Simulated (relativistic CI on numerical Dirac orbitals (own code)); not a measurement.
## Cr+ in a cubic cluster: L2,3 absorption with charge transfer

Computed with a charge-transfer multiplet model of a cubic metal-ligand cluster with up to 2 ligand holes, Slater and spin-orbit integrals from Dirac-Coulomb-Breit ions, Slater integrals scaled by 0.7. The ground state mixes d5 with configurations of k ligand holes L, whose averages lie at kΔ + k(k − 1)U_dd/2; a core hole lowers each added d electron by U_cd. 300 K, Lorentzian 0.4 eV and Gaussian 0.3 eV FWHM.

Atomic integrals in eV (Slater integrals scaled, ζ unscaled), ground: F2dd 5.807, F4dd 3.572, zeta_d 0.022; with the core hole: F2dd 6.463, F4dd 3.985, zeta_d 0.034, zeta_core 5.628, F2cd 3.633, G1cd 2.608, G3cd 1.479.

Cluster parameters (eV): Δ = 5.2, U_cd = 6.7, 10Dq = 0.35, 10Dq(ligand) = 0.9, V(eg) = 2.25, V(t2g) = -1.14, final-state hopping factor = 0.9.

Weights, n_d and S are thermal averages at 300 K. Photon energies count from the first peak over 30 % of the highest in each spectrum, which can be another peak from case to case. The parameters are a model scan and need not match a compound or its usual spin state. Peaks in eV (height, largest 100): 0.0 (37), 0.9 (100), 8.9 (17), 10.0 (26).

(1) Which parameters give this spectrum?
A. U_dd = 8.1 eV
B. U_dd = 6 eV
C. U_dd = 3.9 eV

Results:

(1) C. U_dd = 3.9 eV; the ground state then has 5.23 d electrons and S = 2.50. The choice follows from running the model for each set and comparing peak positions and heights.
